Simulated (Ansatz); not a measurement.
C3H5N, SMILES `C1=CNC1` (charge 0, multiplicity 1).

Z-matrix (Å, degrees):
```
C
H 1 1.0911
H 1 1.0915 2 109.97
N 1 1.5073 2 112.41 3 126.88
H 4 1.0159 1 115.77 2 -119.72
C 4 1.4252 5 116.86 1 99.89
C 6 1.3403 4 97.00 5 -121.60
H 7 1.0766 6 135.57 4 -167.47
H 6 1.0816 7 136.89 8 8.25
```
Charge 0, spin multiplicity 1.

Frozen-core energies in 6-31g from Ansatz (a program for electronic structure) at a geometry from B3LYP-D3(BJ)/def2-TZVP; the HF reference has <S^2> = 0.00 (restricted, and unstable towards unrestricted orbitals) and the T1 diagnostic is 0.011.

```json
[
 {"level": "HF", "energy (Ha)": "-170.79459", "difference from CCSDT(Q) (mHa)": "423.56"},
 {"level": "MP2", "energy (Ha)": "-171.16848", "difference from CCSDT(Q) (mHa)": "49.66"},
 {"level": "CCSD", "energy (Ha)": "-171.20420", "difference from CCSDT(Q) (mHa)": "13.94"},
 {"level": "CCSD(T)", "energy (Ha)": "-171.21638", "difference from CCSDT(Q) (mHa)": "1.77"},
 {"level": "CCSDT", "energy (Ha)": "-171.21691", "difference from CCSDT(Q) (mHa)": "1.23"},
 {"level": "CCSDT(Q)", "energy (Ha)": "-171.21814", "difference from CCSDT(Q) (mHa)": "0.00"}
]
```
